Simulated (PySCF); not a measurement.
**Ga (gallium, neutral) across methods**

[Ar] 3d10 4s2 4p1, 2P determinant. Calculation: PySCF 2.14, in x2c-TZVPPall; the spin-free X2C one-electron Hamiltonian (Gaussian nucleus).

```csv
method,E (hartree),mean ε 4s α (eV),mean ε 4s β (eV),mean ε 4p α (eV),Σ⟨r²⟩ (bohr²),⟨S²⟩
PBEsol,-1942.044,-9.070,-8.468,-2.824,38.73,0.752
CAM-B3LYP,-1943.950,-11.593,-10.760,-4.729,38.67,0.753
PBE,-1943.548,-9.031,-8.442,-2.840,38.80,0.752
wB97X,-1943.875,-12.616,-11.812,-5.540,38.64,0.752
wB97X-V,-1943.644,-12.519,-11.608,-5.569,38.77,0.753
PBE0,-1943.562,-10.131,-9.306,-3.706,38.85,0.753
UHF,-1942.16906,-12.635,-10.958,-5.794,39.80,0.762
r2SCAN,-1943.794,-9.337,-8.720,-3.136,38.65,0.756
```

(1) Estimate the same row for LDA.

Answers

(1) E (hartree) = -1940.674; mean ε 4s α (eV) = -9.273; mean ε 4s β (eV) = -8.741; mean ε 4p α (eV) = -2.838; Σ⟨r²⟩ (bohr²) = 38.58; ⟨S²⟩ = 0.751.
